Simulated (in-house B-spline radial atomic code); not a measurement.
## Rb II (Rb+): [Ar] 3d10 4s2 4p6

Level of theory: non-relativistic BHandHLYP, spin-polarised, spherical fractional occupations, point nucleus; calculated with a B-spline radial code for spherical atoms.

Effective charges: Z_r = [3n² - l(l+1)]/(2<r>) from the radius, Z_e = n√(-2ε) from the energy, and Slater's rules. Values are occupation-weighted means over spin.

| shell | electrons | ε (eV) | <r> (bohr) | Z_r | Z_e | Slater |
| --- | --- | --- | --- | --- | --- | --- |
| 1s | 2 | -14882 | 0.04128 | 36.34 | 33.07 | 36.70 |
| 2s | 2 | -1998.6 | 0.182 | 32.97 | 24.24 | 32.85 |
| 2p | 6 | -1812.2 | 0.1569 | 31.86 | 23.08 | 32.85 |
| 3s | 2 | -314.5 | 0.52 | 25.96 | 14.42 | 25.75 |
| 3p | 6 | -246.34 | 0.5222 | 23.94 | 12.77 | 25.75 |
| 3d | 10 | -123.6 | 0.5225 | 20.10 | 9.04 | 15.85 |
| 4s | 2 | -42.096 | 1.488 | 16.13 | 7.04 | 9.25 |
| 4p | 6 | -24.928 | 1.723 | 13.35 | 5.41 | 9.25 |

The least bound orbital is 4p at -24.93 eV, and it is also the most diffuse (<r> = 1.723 bohr).
